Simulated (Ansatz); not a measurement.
**A relaxation, step by step**

AlAsNH7, closed shell, PBE0-D4/def2-TZVP (Ansatz 0.2.0). Settings:

```yaml
hamiltonian: {xc: pbe0, dispersion: d4}
relax: {f_tol: 0.005, max_steps: 200}
```

Start, a step off a saddle point along its unstable mode:

Al1  (0.021, -0.398, 1.253)
N2  (1.327, 0.519, 0.371)
H3  (0.289, -1.961, 1.421)
H4  (-0.889, 0.487, 2.216)
H5  (0.163, 0.441, -1.152)
As6  (-1.180, -0.237, -1.051)
H7  (1.502, 1.489, 0.587)
H8  (2.198, 0.063, 0.141)
H9  (-1.256, -1.215, -2.216)
H10  (-2.176, 0.810, -1.571)
(Å)

```tsv
step	energy less the last (meV)	largest force component (eV/Å)
1	651.9	1.144
3	277.0	0.605
5	95.5	0.316
7	40.3	0.064
9	27.6	0.108
11	25.7	0.004
13	24.7	0.074
15	23.0	0.149
17	17.4	0.196
19	8.3	0.016
21	6.7	0.052
23	2.7	0.074
25	0.6	0.056
27	0.1	0.038
29	0.0	0.001
30	0.0	0.002
```

Step 9, positions (Å) and forces (eV/Å):

| atom | x | y | z | Fx | Fy | Fz |
| --- | --- | --- | --- | --- | --- | --- |
| Al1 | 0.150 | -0.337 | 1.239 | 0.108 | 0.044 | 0.015 |
| N2 | 1.674 | 0.532 | 0.877 | -0.085 | -0.056 | 0.022 |
| H3 | 0.197 | -1.930 | 1.238 | 0.007 | 0.015 | -0.012 |
| H4 | -0.972 | 0.480 | 2.021 | 0.000 | 0.000 | -0.009 |
| H5 | -0.332 | 0.522 | -2.297 | -0.010 | -0.007 | 0.001 |
| As6 | -1.121 | -0.159 | -1.204 | -0.014 | 0.002 | -0.047 |
| H7 | 1.816 | 1.518 | 1.025 | 0.014 | -0.032 | -0.009 |
| H8 | 2.521 | 0.101 | 0.543 | -0.030 | 0.026 | 0.018 |
| H9 | -1.537 | -1.358 | -2.029 | 0.002 | 0.018 | 0.018 |
| H10 | -2.396 | 0.628 | -1.414 | 0.009 | -0.011 | 0.004 |

Step 25, positions (Å) and forces (eV/Å):

```json
{"atom": "Al1", "x": "0.223", "y": "-0.473", "z": "1.189", "Fx": "-0.013", "Fy": "0.019", "Fz": "-0.009"}
{"atom": "N2", "x": "1.533", "y": "0.713", "z": "0.912", "Fx": "0.022", "Fy": "-0.005", "Fz": "0.009"}
{"atom": "H3", "x": "0.580", "y": "-2.011", "z": "0.975", "Fx": "-0.004", "Fy": "0.011", "Fz": "-0.002"}
{"atom": "H4", "x": "-1.014", "y": "0.002", "z": "2.073", "Fx": "0.010", "Fy": "-0.006", "Fz": "0.003"}
{"atom": "H5", "x": "-0.268", "y": "-0.394", "z": "-2.457", "Fx": "-0.028", "Fy": "-0.002", "Fz": "0.016"}
{"atom": "As6", "x": "-1.086", "y": "-0.196", "z": "-1.201", "Fx": "-0.031", "Fy": "0.017", "Fz": "-0.029"}
{"atom": "H7", "x": "1.508", "y": "1.679", "z": "1.196", "Fx": "-0.006", "Fy": "-0.017", "Fz": "-0.007"}
{"atom": "H8", "x": "2.443", "y": "0.482", "z": "0.546", "Fx": "-0.015", "Fy": "0.011", "Fz": "0.003"}
{"atom": "H9", "x": "-2.301", "y": "-0.976", "z": "-1.663", "Fx": "0.042", "Fy": "0.027", "Fz": "-0.001"}
{"atom": "H10", "x": "-1.619", "y": "1.173", "z": "-1.570", "Fx": "0.024", "Fy": "-0.056", "Fz": "0.018"}
```

Step 27, positions (Å) and forces (eV/Å):

| atom | x | y | z | Fx | Fy | Fz |
| --- | --- | --- | --- | --- | --- | --- |
| Al1 | 0.223 | -0.475 | 1.190 | 0.005 | 0.004 | 0.002 |
| N2 | 1.530 | 0.715 | 0.917 | 0.010 | -0.005 | -0.004 |
| H3 | 0.585 | -2.011 | 0.972 | 0.000 | 0.004 | 0.001 |
| H4 | -1.012 | -0.008 | 2.080 | 0.002 | 0.000 | -0.002 |
| H5 | -0.275 | -0.413 | -2.458 | 0.000 | -0.001 | 0.014 |
| As6 | -1.083 | -0.202 | -1.198 | -0.023 | 0.020 | -0.038 |
| H7 | 1.496 | 1.683 | 1.191 | -0.004 | -0.010 | -0.001 |
| H8 | 2.436 | 0.493 | 0.538 | -0.012 | 0.005 | 0.005 |
| H9 | -2.310 | -0.956 | -1.667 | 0.011 | 0.008 | 0.011 |
| H10 | -1.590 | 1.175 | -1.565 | 0.010 | -0.027 | 0.012 |

Last step (30):

```csv
atom,x (Å),y (Å),z (Å)
Al1,0.2242,-0.4793,1.1895
N2,1.5249,0.7163,0.9133
H3,0.5914,-2.0141,0.9733
H4,-1.0112,-0.0147,2.0813
H5,-0.2743,-0.4270,-2.4541
As6,-1.0831,-0.2043,-1.1980
H7,1.4841,1.6835,1.1890
H8,2.4320,0.5016,0.5337
H9,-2.3197,-0.9409,-1.6656
H10,-1.5683,1.1790,-1.5625
```

Hardware: 4 CPU threads of an Intel Xeon, shared host. Wall time about 2.5 min.
